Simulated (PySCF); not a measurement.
Compound: MgI2.
SMILES: `[I][Mg][I]`

Method used: PySCF, PBE0-D3(BJ)/def2-SVP geometry optimisation, gas phase, def2 core potentials past Kr.

Take the most abundant isotopes and a rigid rotor. 

Question: What are the moment of inertia and the rotational constant?

Answer: I = 1645.666 u·Å², B = 505379 MHz·u·Å²/I = 307.1 MHz (0.0102 cm⁻¹, or 0.015 K as hB/k).

Question: List the first levels of a rigid rotor in a Σ state.

Answer: E(J) = BJ(J+1): J = 1: 0.020, J = 2: 0.061, J = 3: 0.123, J = 4: 0.205, J = 5: 0.307, J = 6: 0.430 cm⁻¹.

Question: Has it a pure rotational spectrum?

Answer: Not by electric dipole: D∞h allows no dipole (computed 0.00 D). Rotational Raman lines (ΔJ = 2) lie at B(4J + 6), spaced by 4B = 0.041 cm⁻¹, with nuclear-spin weights that differ between even and odd J.

No frequency check. Constants of a rigid frame at the computed geometry: no zero-point averaging, no centrifugal distortion.

On one thread of an Arm Neoverse V1, no GPU, shared host with 32 logical CPUs at a one-minute load of 37, this took 17 s and 0.29 GiB of memory at its peak. These figures are those of the optimisation.
